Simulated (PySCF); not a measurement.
A TDDFT job was run through a driver script with this input:

```
{"job": {"kind": "uv", "xc": "B3LYP", "basis": "def2-SVPD", "nstates": 8, "ntriplets": 3}, "charge": 0, "multiplicity": 1}
Br    -3.273616     0.024752     0.046279
C     -1.370936     0.010010     0.018432
C     -0.699370    -1.201703     0.051145
C      0.683299    -1.211688     0.030717
C      1.371501    -0.010120    -0.023013
Br     3.273260    -0.025191    -0.052693
C      0.699798     1.201430    -0.055455
C     -0.682820     1.211641    -0.034269
H     -1.249726    -2.128755     0.092457
H      1.220483    -2.146862     0.055995
H      1.249246     2.128830    -0.096855
H     -1.219922     2.146970    -0.058765
```

The calculation used PySCF 2.14.0, density-fitted response routines, TDDFT B3LYP/def2-SVPD, vertical, gas phase, core orbitals frozen in the response. Job line and output are in the format of a driver script around the code.

(1) What does the script print for it?

Results:

(1) 
```
coarse grid: 55632 points
cycle   1  E = -5378.6078181802  dE = -8.639e-01  |g| = 3.606e-01  |ddm| = 1.114e+01
cycle   2  E = -5378.5992864986  dE =  8.532e-03  |g| = 3.962e-01  |ddm| = 6.186e+00
cycle   3  E = -5378.6350008809  dE = -3.571e-02  |g| = 6.677e-02  |ddm| = 1.448e+00
cycle   4  E = -5378.6360916321  dE = -1.091e-03  |g| = 1.574e-02  |ddm| = 2.982e-01
cycle   5  E = -5378.6361310061  dE = -3.937e-05  |g| = 9.287e-03  |ddm| = 9.020e-02
cycle   6  E = -5378.6361551728  dE = -2.417e-05  |g| = 2.006e-03  |ddm| = 2.364e-02
cycle   7  E = -5378.6361561225  dE = -9.497e-07  |g| = 1.806e-04  |ddm| = 5.142e-03
final grid: 114888 points
cycle   8  E = -5378.6361198323  dE = -1.179e-07  |g| = 2.086e-04  |ddm| = 2.255e-02
cycle   9  E = -5378.6361198135  dE =  1.884e-08  |g| = 3.331e-04  |ddm| = 1.616e-03
cycle  10  E = -5378.6361198392  dE = -2.567e-08  |g| = 7.465e-05  |ddm| = 9.145e-04
cycle  11  E = -5378.6361198405  dE = -1.339e-09  |g| = 7.059e-06  |ddm| = 1.894e-04
cycle  12  E = -5378.6361198405  dE = -1.455e-11  |g| = 5.076e-06  |ddm| = 4.066e-05
converged SCF energy = -5378.6361198405

Static polarisability (au): isotropic 115.554, principal 69.644 103.110 173.908

Singlet excitations
state   eV       nm        f      main configurations
  1   4.8728    254.4   0.00585   H->L 0.84, H-1->L+1 0.15
  2   5.1491    240.8   0.00001   H->L+2 0.97
  3   5.3004    233.9   0.32642   H->L+1 0.93
  4   5.4785    226.3   0.00132   H->L+3 0.94
  5   6.0631    204.5   0.00000   H-2->L+1 0.99
  6   6.1326    202.2   0.00000   H-2->L 1.00
  7   6.1867    200.4   0.00000   H-1->L+2 0.99
  8   6.1945    200.2   0.00000   H-4->L+1 0.99

Triplet excitations (Tamm-Dancoff, eV): 3.8758 4.2704 4.6557
```

Geometry: GFN2-xTB; no solvent, vibrations or thermal averaging. Relativistic effects, spin–orbit coupling among them, are left out although an element past zinc is present.

The species is 1,4-dibromobenzene, `Brc1ccc(Br)cc1`.

The SCF starts on a coarse grid; the energy jumps when the final grid takes over, and dE counts afresh there. H and L stand for HOMO and LUMO.
